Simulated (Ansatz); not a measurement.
The same path of H2S + H9N3Si2 (17 atoms, charge 0, multiplicity 1) was run twice with different band settings. Lost on the way: Si1–Si2, S15–H17. Made: Si1–S15, Si2–H17.

Computed with Ansatz, RKS BLYP/6-31G*.

Relaxed end points:

```xyz
17
Properties=species:S:1:pos:R:3
Si -0.086 0.230 0.110
Si -0.270 0.478 2.462
H -1.660 0.145 2.935
H 0.671 -0.399 3.237
H -0.001 1.895 2.872
N 1.606 0.339 -0.291
H 2.250 -0.307 0.171
H 1.848 0.429 -1.281
N -0.817 1.456 -0.912
H -1.838 1.495 -0.959
H -0.437 2.405 -0.865
N -0.852 -1.335 -0.235
H -1.671 -1.599 0.322
H -1.035 -1.553 -1.222
S 1.744 -3.637 0.331
H 0.651 -2.808 0.153
H 1.422 -3.900 1.629
```

```xyz
17
Properties=species:S:1:pos:R:3
Si 0.471 -0.651 -0.935
Si -0.481 0.204 4.082
H -1.413 1.004 3.225
H -0.875 0.378 5.515
H 0.917 0.689 3.883
N 1.619 0.255 -1.884
H 2.331 -0.246 -2.418
H 1.280 1.069 -2.401
N -0.375 0.581 -0.045
H -1.158 0.300 0.549
H 0.177 1.311 0.408
N -0.832 -1.636 -1.569
H -0.582 -2.491 -2.070
H -1.584 -1.145 -2.061
S 1.804 -2.097 0.044
H 0.812 -2.950 0.426
H -0.582 -1.239 3.708
```

Common settings: movable images 5; climbing image yes; spring 5.0 eV/Å²; optimiser quadratic models (default); force threshold 0.03 eV/Å; iteration limit 60; end points relaxed.

| run | start path |
| --- | --- |
| 1 | through a guess of the saddle point |
| 2 | straight line |

What does each run give, and how far can it be trusted?

Run 1: converged after 57 iterations, highest image 1.783 eV above the first end. Neighbouring images differ by up to 1.9 eV, so the band resolves the path poorly. A vibrational analysis at the climbing image gives one clearly imaginary mode, 769i cm⁻¹: a first-order saddle point.
Run 2: converged after 36 iterations, highest image 1.783 eV above the first end. Neighbouring images differ by up to 1.9 eV, so the band resolves the path poorly. Another band between the same ends (5 images) ends at a top of the same energy, where a vibrational analysis finds 1 clearly imaginary mode.
The orbitals stay closed-shell, which can raise the energy where a bond breaks towards radicals; this wasn't checked here.
